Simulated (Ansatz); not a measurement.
`BOC1CO1` from Hartree–Fock to CCSD(T)

```xyz
10

B     1.364    0.868   -0.676
O     0.937    0.500    0.548
C    -0.028   -0.474    0.749
C    -1.293   -0.466    0.033
O    -1.177   -0.046    1.396
H     2.218    1.702   -0.712
H     0.896    0.365   -1.659
H     0.410   -1.394    1.128
H    -1.842   -1.389   -0.128
H    -1.484    0.334   -0.677
```

The species carries charge 0 and has multiplicity 1. The structure was optimised at the PBE0-D4/def2-TZVP level. It is one conformer, not always the lowest. Frozen core, restricted reference, Ansatz 0.2.0. CBS rows extrapolate triple and quadruple zeta; past MP2 they add the triple-zeta difference.

```
     basis     HF (Eh)  MP2 corr.
  def2-SVP  -252.83748   -0.71794
def2-TZVPP  -253.13789   -0.89629
def2-QZVPP  -253.14995   -0.96123
```

Question: Estimate the CCSD correlation energy and the (T) correction in each basis where they were run (hartree).

Answer: 
```tsv
basis	CCSD corr.	(T)
def2-SVP	-0.75686	-0.02230
def2-TZVPP	-0.92328	-0.03745
CBS(def2)	-1.03633	as TZ
```
